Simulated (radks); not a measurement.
Results of a calculation; reference values are marked as such.
Question: Isoelectronic series with 9 electrons, each ion in its NIST ground configuration. Code: a radial shooting solver on a logarithmic mesh with Libxc functionals. Model: scalar-relativistic Kohn-Sham, PBE, spin-polarised, spherical densities, point nucleus; open shells are filled with parallel spins first (spin-orbit coupling, left out, can overturn this in heavy ions). Total energies (hartree) and orbital eigenvalues (hartree) (* marks an orbital that is empty in some or all of the ions):

| ion | configuration | E (hartree) | 3s down* | 3s up* | 2p down | 2p up | 2s down | 2s up |
|---|---|---|---|---|---|---|---|---|
| Zr31+ | [He] 2s2 2p5 | -2778.25034 | -62.12933 | -62.23886 | -143.1790 | -143.6867 | -151.8973 | -152.3173 |
| Nb32+ | [He] 2s2 2p5 | -2928.70879 | -66.02669 | -66.13965 | -151.9156 | -152.4380 | -161.1065 | -161.5386 |
| Mo33+ | [He] 2s2 2p5 | -3083.38449 | -70.04851 | -70.16494 | -160.9171 | -161.4542 | -170.6061 | -171.0503 |
| Tc34+ | [He] 2s2 2p5 | -3242.30373 | -74.19560 | -74.31552 | -170.1844 | -170.7362 | -180.3986 | -180.8549 |
| Ru35+ | [He] 2s2 2p5 | -3405.49372 | -78.46882 | -78.59225 | -179.7184 | -180.2849 | -190.4864 | -190.9550 |
| Rh36+ | [He] 2s2 2p5 | -3572.98266 | -82.86904 | -82.99599 | -189.5199 | -190.1012 | -200.8723 | -201.3531 |
| Pd37+ | [He] 2s2 2p5 | -3744.79973 | -87.39716 | -87.52766 | -199.5899 | -200.1859 | -211.5588 | -212.0520 |
| Ag38+ | [He] 2s2 2p5 | -3920.97511 | -92.05412 | -92.18821 | -209.9293 | -210.5402 | -222.5489 | -223.0544 |
| Cd39+ | [He] 2s2 2p5 | -4101.54006 | -96.84092 | -96.97860 | -220.5392 | -221.1649 | -233.8455 | -234.3634 |
| In40+ | [He] 2s2 2p5 | -4286.52690 | -101.7585 | -101.8999 | -231.4204 | -232.0610 | -245.4515 | -245.9820 |
| Sn41+ | [He] 2s2 2p5 | -4475.96909 | -106.8081 | -106.9530 | -242.5741 | -243.2296 | -257.3703 | -257.9133 |
| Te43+ | [He] 2s2 2p5 | -4868.35909 | -117.3072 | -117.4596 | -265.7031 | -266.3885 | -282.1590 | -282.7274 |
| I44+ | [He] 2s2 2p5 | -5071.37970 | -122.7591 | -122.9152 | -277.6806 | -278.3809 | -295.0359 | -295.6171 |
| Xe45+ | [He] 2s2 2p5 | -5279.00134 | -128.3475 | -128.5074 | -289.9349 | -290.6502 | -308.2393 | -308.8334 |
| Cs46+ | [He] 2s2 2p5 | -5491.2636 | -134.0737 | -134.2374 | -302.4671 | -303.1976 | -321.7731 | -322.3802 |
| Ba47+ | [He] 2s2 2p5 | -5708.2075 | -139.9389 | -140.1064 | -315.2786 | -316.0241 | -335.6411 | -336.2613 |
| La48+ | [He] 2s2 2p5 | -5929.8754 | -145.9445 | -146.1159 | -328.3704 | -329.1311 | -349.8476 | -350.4808 |
| Ce49+ | [He] 2s2 2p5 | -6156.3110 | -152.0920 | -152.2673 | -341.7439 | -342.5197 | -364.3966 | -365.0431 |

Estimate the row of Sb42+ ([He] 2s2 2p5).

Answer: E (hartree) -4669.90122; 3s down* -111.9906; 3s up* -112.1392; 2p down -254.0013; 2p up -254.6717; 2s down -269.6049; 2s up -270.1607.
